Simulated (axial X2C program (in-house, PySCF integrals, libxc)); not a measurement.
# Which molecule has these constants?

Calculated with an in-house all-electron X2C program for linear molecules (integrals from PySCF), spin-free (one-electron X2C) or two-component (2c: spin–orbit coupling with atomic mean-field Coulomb and Gaunt terms, which also bring small scalar terms), in Dyall basis sets with cores contracted in-house; open shells are unrestricted.

A two-component PBE0 calculation in a Dyall 3-zeta basis gave Re = 1.714 Å, ωe = 1978.7 cm⁻¹, Ω = 1/2.

Which molecule is it?
A. SbH⁺
B. AsH⁺
C. PH⁺

A. The others have PH⁺ 1.438 Å and 2359.3 cm⁻¹ (Ω = 1/2); AsH⁺ 1.533 Å and 2183.6 cm⁻¹ (Ω = 1/2).

Each entry is the lowest single determinant of a limited PBE0 search at one distance. De goes to single-determinant-based atoms at the same level (for ions the charge split of lowest energy) and is withheld (n/a) where an atom does not fit its ground term or J level. Main or longest-lived isotopes. Some light 2c atoms are not at their ground J level, so De misses part of their lowering (0.04 eV or less). The functionals have no current term, which raises determinants with orbital currents.
